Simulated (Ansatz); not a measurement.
C₆H₁₈N₂O₂Zr (`C[O][Zr]([O]C)([N](C)C)[N](C)C`) at its PBE0-D4/def2-TZVP geometry, where that method's forces vanish. The species carries charge 0 and has multiplicity 1. Zr: def2 effective core potential.

```xyz
29

C     1.0243   -2.4419   -2.3615
O     0.8898   -1.4009   -1.4579
Zr    0.2808    0.0688   -0.3488
O     0.3779    1.7987   -1.2206
C     0.1678    2.9495   -1.9615
N     1.3360    0.1063    1.3969
C     1.9791   -1.0474    1.9727
C     1.5732    1.3087    2.1547
N    -1.6648   -0.2806    0.1889
C    -2.2728   -0.4759    1.4765
C    -2.6198   -0.3463   -0.8881
H     1.2790   -2.0670   -3.3602
H     0.0957   -3.0205   -2.4418
H     1.8212   -3.1257   -2.0461
H     0.5026    2.8186   -2.9976
H    -0.8948    3.2219   -1.9793
H     0.7241    3.7915   -1.5327
H     3.0686   -0.9122    2.0508
H     1.6038   -1.2585    2.9855
H     1.8007   -1.9375    1.3623
H     1.1752    1.2295    3.1776
H     1.0930    2.1695    1.6799
H     2.6472    1.5342    2.2395
H    -1.5209   -0.4201    2.2664
H    -2.7677   -1.4572    1.5512
H    -3.0400    0.2860    1.6871
H    -3.1260   -1.3230   -0.9354
H    -3.4008    0.4246   -0.7980
H    -2.1324   -0.1931   -1.8604
```

(1) What forces (eV/Å) does PBE-D4/def2-TZVPP give on these atoms in Ansatz? (An estimate is asked.)

Answers

(1) Ansatz gave: 
```
C1   0.006 -0.130 -0.128
O2   0.067  0.107  0.150
Zr3  0.019  0.002 -0.032
O4   0.097 -0.104  0.134
C5  -0.037  0.146 -0.108
N6  -0.067 -0.012 -0.042
C7   0.026 -0.083  0.005
C8  -0.002  0.089  0.019
N9   0.096  0.013  0.036
C10 -0.007 -0.007  0.078
C11 -0.028  0.002 -0.084
H12  0.059  0.059 -0.233
H13 -0.197 -0.147 -0.035
H14  0.175 -0.166  0.053
H15  0.070 -0.004 -0.239
H16 -0.233  0.083 -0.018
H17  0.118  0.203  0.080
H18  0.243  0.018  0.032
H19 -0.068 -0.053  0.222
H20 -0.035 -0.181 -0.120
H21 -0.076 -0.006  0.225
H22 -0.096  0.175 -0.092
H23  0.236  0.059  0.035
H24  0.152  0.011  0.166
H25 -0.121 -0.210  0.031
H26 -0.179  0.156  0.060
H27 -0.126 -0.210 -0.018
H28 -0.185  0.161  0.011
H29  0.093  0.029 -0.189
```
